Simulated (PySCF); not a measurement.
C2H4ClFOSi, SMILES C[Si@@](F)(Cl)C=O. Heavy atoms are numbered as in [CH3:1][Si@@:2]([F:3])([Cl:4])[CH:5]=[O:6]. Hydrogens are named by the atom that carries them.

Coordinates come from a ωB97X-D3(BJ)/def2-SVP optimisation. The structure was generated by enumeration; whether it is a known compound was not checked. Other conformers were not sampled.

These are PBE/pcSseg-1 (PySCF) values and carry that method's errors.

GIAO shieldings, no solvent; atoms alike by connectivity are averaged. δ = σ(ref) − σ: ¹³C against TMS (σ = 182.0 ppm); ²⁹Si against TMS (σ = 335.4 ppm); ¹⁹F against CFCl3 (σ = 133.6 ppm); ³⁵Cl against HCl (σ = 936.5 ppm); ¹⁷O against H2O (σ = 334.3 ppm); ¹H against TMS (σ = 31.49 ppm), references at their B3LYP-D3(BJ)/def2-TZVP geometries, non-relativistic (without spin–orbit terms, shifts of atoms bonded to Cl or Br come out too high).

Estimate the chemical shifts. (The exact figures need the calculation; the answer reports its results.)


```json
[
 {"nucleus": "¹³C", "atoms": "C5 (CH)", "count": "1", "δ (ppm)": "238.6"},
 {"nucleus": "¹³C", "atoms": "C1 (CH3)", "count": "1", "δ (ppm)": "-0.6"},
 {"nucleus": "²⁹Si", "atoms": "Si2", "count": "1", "δ (ppm)": "-4.8"},
 {"nucleus": "¹⁹F", "atoms": "F3", "count": "1", "δ (ppm)": "-177.7"},
 {"nucleus": "³⁵Cl", "atoms": "Cl4", "count": "1", "δ (ppm)": "72.0"},
 {"nucleus": "¹⁷O", "atoms": "O6", "count": "1", "δ (ppm)": "903.5"},
 {"nucleus": "¹H", "atoms": "H on C5", "count": "1", "δ (ppm)": "11.89"},
 {"nucleus": "¹H", "atoms": "H on C1", "count": "3", "δ (ppm)": "0.77"}
]
```
